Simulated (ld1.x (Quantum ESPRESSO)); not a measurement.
## Configuration tests for iridium (Ir) (TM)

iridium (Ir), norm-conserving Troullier–Martins (Kleinman–Bylander form), made with ld1.x (Quantum ESPRESSO) 7.5 (BLYP, scalar-relativistic). Core [Kr] 4d10 4f14, reference 5s2 5p6 5d7 6s1 6p0 (charge +1). Waves: 5p (bound): rc 1.55 bohr; 5d (bound): rc 2.25 bohr; 5s (bound): rc 1.55 bohr. Local part: the s channel. Core correction: none.

Occupied shells without a wave of their own: 6s. They enter only through the test configuration that unscreens the potential.

Energies are relative to the spin-unpolarised reference configuration 5s2 5p6 5d7 6s1 6p0; without spin polarisation the order of configurations can differ from experiment. The frozen-core shift is the all-electron ΔE with the core orbitals held at their reference shape minus the fully relaxed ΔE.

Task: Give the all-electron excitation energy and the error of the potential for: 5s2 5p6 5d7 6s2 6p0; 5s2 5p6 5d7 6s0 6p0; 5s2 5p6 5d6 6s0 6p0; 5s2 5p6 5d7.5 6s1.5 6p0; 5s2 5p6 5d6 6s2 6p1; 5s2 5p6 5d7 6s0 6p1; 5s2 5p6 5d5 6s0 6p0.

Result:

| valence configuration | charge | ΔE all-electron (eV) | error AE − PS (meV) | frozen-core shift (meV) |
| --- | --- | --- | --- | --- |
| 5s2 5p6 5d7 6s2 6p0 | 0 | -9.848 | +2217 | -3.4 |
| 5s2 5p6 5d7 6s0 6p0 | +2 | 17.544 | -3167 | +5.5 |
| 5s2 5p6 5d6 6s0 6p0 | +3 | 47.988 | -4093 | +12 |
| 5s2 5p6 5d7.5 6s1.5 6p0 | 0 | -10.091 | +1033 | -0.3 |
| 5s2 5p6 5d6 6s2 6p1 | 0 | -2.809 | +2845 | -5.9 |
| 5s2 5p6 5d7 6s0 6p1 | +1 | 6.439 | -2743 | +1.2 |
| 5s2 5p6 5d5 6s0 6p0 | +4 | 91.452 | -5150 | +41 |

Levels in the configuration 5s2 5p6 5d7 6s2 6p0:

```csv
level,all-electron (eV),pseudo (eV)
5s,-97.890,-96.862
5p,-54.551,-53.614
5d,-6.996,-6.293
6s,-6.259,-8.049
```

These tests converged, but a pseudo level misses the all-electron one widely, so the file describes the atom poorly there or has found another state: 5s2 5p6 5d7 6s2 6p0: 6s by 1.8 eV; 5s2 5p6 5d7 6s0 6p0: empty 6s by 3.7 eV; 5s2 5p6 5d6 6s0 6p0: empty 6s by 4.7 eV; 5s2 5p6 5d7.5 6s1.5 6p0: 6s by 1.9 eV; 5s2 5p6 5d6 6s2 6p1: 6s by 2.3 eV; 5s2 5p6 5d7 6s0 6p1: empty 6s by 3.3 eV; 5s2 5p6 5d5 6s0 6p0: empty 6s by 5.8 eV. ld1.x printed “convergence not achieved” for 7 of the counted tests; their residual had stalled under 1e-8, short of the target of 1e-14. The 6s level has no wave, so the channel is fitted at the deeper level alone: the likely source of the large errors. A variational frozen-core shift is positive and of second order in the change. This column holds negative values, so the frozen-core run of ld1.x carries numerical noise or an error of first order here, and the column gives no more than the rough size of the effect.

The potential misses its own reference levels by up to 2.7 eV, so it is not fit for use.
